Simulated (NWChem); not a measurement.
System: CH$_{4}$N, doublet; SMILES [NH]C

Input file for NWChem:

```
start job
memory heap 200 mb stack 900 mb global 1100 mb
geometry units angstroms
  C     -0.019958    -0.614296     0.000000
  N     -0.125444     0.825921     0.000000
  H      0.533540    -0.983309    -0.881604
  H     -1.015095    -1.070260     0.000000
  H      0.533540    -0.983309     0.881604
  H      0.841777     1.185341     0.000000
end
basis spherical
  * library def2-svp
end
dft
  odft
  mult 2
  xc slater vwn_5
  iterations 150
end
driver
  maxiter 120
end
task dft optimize
task dft freq
```

NWChem printed, in part:

```
             Northwest Computational Chemistry Package (NWChem) 7.3.0
             --------------------------------------------------------

 CS  symmetry detected

                             Geometry "geometry" -> ""
                             -------------------------

 Output coordinates in angstroms (scale by  1.889725989 to convert to a.u.)

  No.       Tag          Charge          X              Y              Z
 ---- ---------------- ---------- -------------- -------------- --------------
    1 C                    6.0000    -0.02077849    -0.62846564     0.00000000
    2 N                    7.0000    -0.11034858     0.81282875     0.00000000
    3 H                    1.0000     0.52860941    -1.00357038    -0.88160400
    4 H                    1.0000    -1.02089161    -1.07340896     0.00000000
    5 H                    1.0000     0.52860941    -1.00357038     0.88160400
    6 H                    1.0000     0.86078377     1.16154233     0.00000000

 Effective nuclear repulsion energy (a.u.)      36.0118159255

      Symmetry information
      --------------------

 Group name             Cs
 Group number              2
 Group order               2
 No. of unique centers     5

                                Z-matrix (autoz)
                                --------

 Units are Angstrom for bonds and degrees for angles

      Type          Name      I     J     K     L     M      Value
      ----------- --------  ----- ----- ----- ----- ----- ----------
    1 Stretch                  1     2                       1.44407
    2 Stretch                  1     3                       1.10443
    3 Stretch                  1     4                       1.09462
    4 Stretch                  1     5                       1.10443
    5 Stretch                  2     6                       1.03184
    6 Bend                     1     2     6               106.19606
    7 Bend                     2     1     3               111.70564
    8 Bend                     2     1     4               110.42784
    9 Bend                     2     1     5               111.70564
   10 Bend                     3     1     4               108.44755
   11 Bend                     3     1     5               105.92596
   12 Bend                     4     1     5               108.44755
   13 Torsion                  3     1     2     6         -59.22291
   14 Torsion                  4     1     2     6         180.00000
   15 Torsion                  5     1     2     6          59.22291

                           NWChem Geometry Optimization
                           ----------------------------

 maximum gradient threshold         (gmax) =   0.000450
 rms gradient threshold             (grms) =   0.000300
 maximum cartesian step threshold   (xmax) =   0.001800
 rms cartesian step threshold       (xrms) =   0.001200
 fixed trust radius                (trust) =   0.300000
 source of zmatrix                         =   autoz

          -------------------
          Energy Minimization
          -------------------

 Using diagonal initial Hessian
 Scaling for Hessian diagonals: bonds = 1.00  angles = 0.25  torsions = 0.10

          --------
          Step   0

                                 NWChem DFT Module
                                 -----------------

 Summary of "ao basis" -> "ao basis" (spherical)
 ------------------------------------------------------------------------------
       Tag                 Description            Shells   Functions and Types
 ---------------- ------------------------------  ------  ---------------------
 C                          def2-svp                 6       14   3s2p1d
 N                          def2-svp                 6       14   3s2p1d
 H                          def2-svp                 3        5   2s1p

      Symmetry analysis of basis
      --------------------------

        a'         33
        a"         15

[...]

      ----------------------
      Optimization converged
      ----------------------

  Step       Energy      Delta E   Gmax     Grms     Xrms     Xmax
  ---- ---------------- -------- -------- -------- -------- --------
@    4     -94.26332575 -5.0D-07  0.00005  0.00003  0.00051  0.00098
                                     ok       ok       ok       ok

                                Z-matrix (autoz)
                                --------

 Units are Angstrom for bonds and degrees for angles

      Type          Name      I     J     K     L     M      Value     Gradient
      ----------- --------  ----- ----- ----- ----- ----- ---------- ----------
    1 Stretch                  1     2                       1.40515   -0.00003
    2 Stretch                  1     3                       1.12637   -0.00005
    3 Stretch                  1     4                       1.11313   -0.00003
    4 Stretch                  1     5                       1.12637   -0.00005
    5 Stretch                  2     6                       1.04247    0.00003
    6 Bend                     1     2     6               106.57603    0.00000
    7 Bend                     2     1     3               113.11933    0.00002
    8 Bend                     2     1     4               112.32387    0.00000
    9 Bend                     2     1     5               113.11933    0.00002
   10 Bend                     3     1     4               107.51016   -0.00003
   11 Bend                     3     1     5               102.61105    0.00002
   12 Bend                     4     1     5               107.51016   -0.00003
   13 Torsion                  3     1     2     6         -58.06473   -0.00003
   14 Torsion                  4     1     2     6         180.00000    0.00000
   15 Torsion                  5     1     2     6          58.06473    0.00003

                         Geometry "geometry" -> "geometry"
                         ---------------------------------

 Output coordinates in angstroms (scale by  1.889725989 to convert to a.u.)

  No.       Tag          Charge          X              Y              Z
 ---- ---------------- ---------- -------------- -------------- --------------
    1 C                    6.0000    -0.03205942    -0.59902887     0.00000000
    2 N                    7.0000    -0.11416162     0.80371774     0.00000000
    3 H                    1.0000     0.54079998    -1.00852135    -0.87911848
    4 H                    1.0000    -1.03529433    -1.08128281     0.00000000
    5 H                    1.0000     0.54079998    -1.00852135     0.87911848
    6 H                    1.0000     0.86589930     1.15899236     0.00000000

 Effective nuclear repulsion energy (a.u.)      36.2475949184

      Symmetry information
      --------------------

 Group name             Cs
 Group number              2
 Group order               2
 No. of unique centers     5

[...]

 Rotational Constants
 --------------------
 A=   4.071856 cm-1  (  5.858362 K)
 B=   0.871505 cm-1  (  1.253873 K)
 C=   0.827669 cm-1  (  1.190804 K)

 Temperature                      =   298.15K
 frequency scaling parameter      =   1.0000

 Zero-Point correction to Energy  =   29.251 kcal/mol  (  0.046614 au)
 Thermal correction to Energy     =   31.458 kcal/mol  (  0.050132 au)
 Thermal correction to Enthalpy   =   32.050 kcal/mol  (  0.051076 au)

 Total Entropy                    =   57.388 cal/mol-K
   - Translational                =   36.116 cal/mol-K (mol. weight =  30.0344)
   - Rotational                   =   18.938 cal/mol-K (symmetry #  =        1)
   - Vibrational                  =    2.333 cal/mol-K

 Cv (constant volume heat capacity) =    9.522 cal/mol-K
   - Translational                  =    2.979 cal/mol-K
   - Rotational                     =    2.979 cal/mol-K
   - Vibrational                    =    3.564 cal/mol-K

[normal modes left out]

 ----------------------------------------------------------------------------
 Normal Eigenvalue ||           Projected Infra Red Intensities
  Mode   [cm**-1]  || [atomic units] [(debye/angs)**2] [(KM/mol)] [arbitrary]
 ------ ---------- || -------------- ----------------- ---------- -----------
    1       -0.000 ||    0.000155           0.004         0.151       0.127
    2        0.000 ||    0.001677           0.039         1.635       1.368
    3        0.000 ||    0.004950           0.114         4.825       4.036
    4        0.000 ||    0.004276           0.099         4.168       3.486
    5        0.000 ||    0.004972           0.115         4.847       4.054
    6        0.000 ||    0.024467           0.564        23.852      19.950
    7      225.001 ||    0.035772           0.825        34.872      29.168
    8      881.840 ||    0.006370           0.147         6.209       5.194
    9      973.454 ||    0.023661           0.546        23.066      19.293
   10     1113.382 ||    0.010561           0.244        10.295       8.611
   11     1238.901 ||    0.008432           0.195         8.219       6.875
   12     1295.412 ||    0.027201           0.628        26.517      22.179
   13     1357.603 ||    0.011973           0.276        11.672       9.763
   14     1398.065 ||    0.001631           0.038         1.590       1.330
   15     2819.748 ||    0.010198           0.235         9.942       8.316
   16     2861.444 ||    0.014479           0.334        14.115      11.806
   17     3010.268 ||    0.023122           0.533        22.540      18.853
   18     3295.815 ||    0.006856           0.158         6.683       5.590
 ----------------------------------------------------------------------------
```

Level: LDA (Slater exchange, VWN5)/def2-SVP, spin-unrestricted. In the optimisation the excess spin sits in a" (Cs, its own frame). No stability test was run on the SCF state.
